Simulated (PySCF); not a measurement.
Se(Br)(Me) (CH₃BrSe), SMILES [Se](Br)C.

Coordinates come from a B3LYP-D3(BJ)/def2-SVP optimisation.

These are TDA-PBE/def2-SVPD run with PySCF 2.14.0 values and carry that method's errors.

Vertical excitations. Gas-phase values at a fixed geometry. State labels are in the subgroup Cs.

```tsv
state	symmetry	energy (eV)	λ (nm)	f	main pairs
S1	A"	2.35	527	0.001	HOMO→LUMO 100 %
S2	A'	4.01	309	0.005	HOMO−1→LUMO 99 %
S3	A"	4.53	274	0.001	HOMO−2→LUMO 98 %
S4	A"	4.75	261	0.000	HOMO→LUMO+1 97 %
S5	A"	5.37	231	0.008	HOMO→LUMO+2 100 %
S6	A"	5.94	209	0.020	HOMO→LUMO+3 100 %
S7	A'	5.94	209	0.046	HOMO−3→LUMO 74 %, HOMO−4→LUMO 15 %
S8	A'	6.40	194	0.012	HOMO−1→LUMO+1 77 %, HOMO−4→LUMO 13 %
S9	A'	6.43	193	0.063	HOMO→LUMO+4 92 %
S10	A"	6.48	191	0.000	HOMO→LUMO+5 99 %
T1	A"	1.65	749	0	HOMO→LUMO 100 %
T2	A'	3.40	365	0	HOMO−1→LUMO 100 %
T3	A"	3.96	313	0	HOMO−2→LUMO 100 %
T4	A"	4.27	290	0	HOMO→LUMO+1 99 %
```
Triplets are in the Tamm–Dancoff approximation.
